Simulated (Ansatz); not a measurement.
`[SiH3][O][InH2]` and `[SiH3][O][ZnH]` differ in one atom or group.

Ansatz, PBE0-D4/def2-TZVP geometries, multiplicity 1. 

Elements past krypton have def2 core potentials. Scalar relativity is left out up to krypton.

```
                                                                                  property  `[SiH3][O][InH2]`
                                                        HOMO energy (PBE0/def2-TZVPP) / eV              -8.05
                                            zero-point energy (PBE0-D4/def2-TZVP) / kJ/mol              107.1
                                        size of the dipole moment (ωB97M-V/def2-TZVPP) / D               2.71
                                                     LUMO energy (ωB97M-V/def2-TZVPP) / eV              -0.35
                                                       LUMO energy (B3LYP/def2-TZVPP) / eV              -2.09
ideal-gas entropy at 298 K and 1 bar (rigid rotor, harmonic PBE0-D4/def2-TZVP) / J/(mol·K)                345
```

Question: Give the same properties after the change, and the shifts. (Best estimate.)

Answer: Computed: 
```csv
property,`[SiH3][O][ZnH]`,shift
HOMO energy (PBE0/def2-TZVPP) / eV,-8.20,-0.15
zero-point energy (PBE0-D4/def2-TZVP) / kJ/mol,93.0,-14.1
size of the dipole moment (ωB97M-V/def2-TZVPP) / D,1.75,-0.96
LUMO energy (ωB97M-V/def2-TZVPP) / eV,0.87,1.22
LUMO energy (B3LYP/def2-TZVPP) / eV,-0.82,1.27
"ideal-gas entropy at 298 K and 1 bar (rigid rotor, harmonic PBE0-D4/def2-TZVP) / J/(mol·K)",331,-14
```

With PBE0 the HOMO falls by 0.15 eV and the LUMO rises by 1.26 eV, so the gap widens by about 1.41 eV. PBE moves the HOMO by -0.14 eV and ωB97M-V by -0.19 eV. The zero-point energy changes by -14.1 kJ/mol with -3 modes. Dipoles are sizes alone; their direction can turn. Modes under 60 cm⁻¹, often nearly free rotors, make the harmonic entropy too high.

B3LYP here is the variant with VWN-RPA as its local correlation; programs differ in this.
